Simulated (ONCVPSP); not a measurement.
**Logarithmic derivatives: Gd, ONCV**

```json
{"Element": "Gd", "Generator": "ONCVPSP 4.0.1", "Type": "optimised norm-conserving Vanderbilt (ONCV)", "Functional": "PBE", "Relativity": "scalar-relativistic", "Frozen core": "[Kr] 4d10 4f7", "Valence charge": "11", "Reference configuration": "5s2 5p6 5d1 6s2", "Partial waves": "5s+6s: rc 1.95 bohr, ncon 4, nbas 9, qcut 7.7 1/bohr, 2 projectors; 5p: rc 2.15 bohr, ncon 4, nbas 9, qcut 5.5 1/bohr, 2 projectors, debl 3.1 Ha; 5d: rc 3.55 bohr, ncon 4, nbas 9, qcut 5.4 1/bohr, 2 projectors, debl 0.4 Ha", "Local potential": "polynomial inside 1.95 bohr (lpopt 5, dvloc0 0 Ha)", "Core correction": "none"}
```

The phase is arctan(r·R′/R) of the radial function R(r), unwrapped; energies in Ha, scanned from -3 to 5 Ha. A pole is an energy at which the radial function vanishes at the test radius. The pseudo phase is shifted by a multiple of π to meet the all-electron one at the reference energy, and phase errors are pseudo minus all-electron; the curves can meet again beyond the range given. Levels narrower than the energy grid can be missing from the lists of poles.

| channel | radius (bohr) | reference energy (Ha) | poles, all-electron | poles, pseudo | unbroken range about the reference energy with phases within 0.05 rad | phase error 1 Ha above the reference energy (rad) |
| --- | --- | --- | --- | --- | --- | --- |
| s | 1.98 | -0.15 | -1.35 | -1.35 | the whole range | -0.000 |
| p | 2.18 | -1.00 | -0.52 | -0.52, 4.94 | the whole range | -0.000 |
| d | 3.60 | -0.09 | 0.06, 1.70, 4.39 | 0.06, 1.71, 4.39 | below 2.6 | +0.001 |

Phases in the p channel:

```
E (Ha)  all-electron  pseudo
 -2.98         1.271   1.271
 -2.54         1.207   1.207
 -2.10         1.077   1.077
 -1.66         0.659   0.659
 -1.22        -0.872  -0.872
 -0.78        -1.452  -1.452
 -0.34        -1.629  -1.629
  0.10        -1.744  -1.744
  0.54        -1.869  -1.870
  0.98        -2.082  -2.083
  1.42        -2.634  -2.635
  1.86        -3.725  -3.725
  2.30        -4.250  -4.250
  2.74        -4.444  -4.444
  3.18        -4.541  -4.542
  3.62        -4.601  -4.603
  4.06        -4.644  -4.646
  4.50        -4.677  -4.681
  4.94        -4.705  -4.712
```
